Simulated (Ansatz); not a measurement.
Relaxation of a periodic cell of 17 atoms, LiSi₁₆ (host Si, host structure diamond, interstitial Li), to a largest force component of 0.03 eV/Å in at most 60 steps.

All numbers below come from Ansatz, DFT PBE, scalar-relativistic, plane waves, PAW. Settings: cutoff 420 eV, k mesh 2x2x2, gaussian smearing 0.05 eV, spin collinear.

```xyz
17
Lattice="0.0000 5.4300 5.4300 5.4300 0.0000 5.4300 5.4300 5.4300 0.0000" Properties=species:S:1:pos:R:3
Si 0.000 0.000 0.000
Si 1.357 1.357 1.357
Si 2.715 2.715 0.000
Si 4.072 4.072 1.357
Si 2.715 0.000 2.715
Si 4.072 1.357 4.072
Si 5.430 2.715 2.715
Si 6.787 4.072 4.072
Si 0.000 2.715 2.715
Si 1.357 4.072 4.072
Si 2.715 5.430 2.715
Si 4.072 6.787 4.072
Si 2.715 2.715 5.430
Si 4.072 4.072 6.787
Si 5.430 5.430 5.430
Si 6.787 6.787 6.787
Li 2.827 2.693 2.690
```

Problem. Where does it end, and by what steps?

Solution. The run converged. After 3 steps the energy has fallen by 0.156 eV; Li17 moved furthest, 0.11 Å.

```tsv
step	energy less start (eV)	largest force component (eV/Å)	accepted
0	0.0000	0.719	yes
1	-0.1368	0.241	yes
2	-0.1531	0.069	yes
3	-0.1559	0.015	yes
```

```xyz
17
Lattice="0.0000 5.4300 5.4300 5.4300 0.0000 5.4300 5.4300 5.4300 0.0000" Properties=species:S:1:pos:R:3
Si 0.008 -0.001 -0.002
Si 1.334 1.327 1.327
Si 2.721 2.714 -0.019
Si 4.109 4.101 1.326
Si 2.721 -0.019 2.714
Si 4.109 1.326 4.101
Si 5.454 2.714 2.714
Si 6.782 4.084 4.083
Si -0.012 2.714 2.714
Si 1.334 4.100 4.100
Si 2.722 5.446 2.713
Si 4.090 6.774 4.083
Si 2.722 2.713 5.446
Si 4.090 4.083 6.774
Si 5.436 5.429 5.429
Si 6.782 6.774 6.774
Li 2.723 2.713 2.713
```

Time of the run: 72 s on 2 threads of Arm Neoverse N1, with other jobs on the host, peak memory 0.72 GiB.
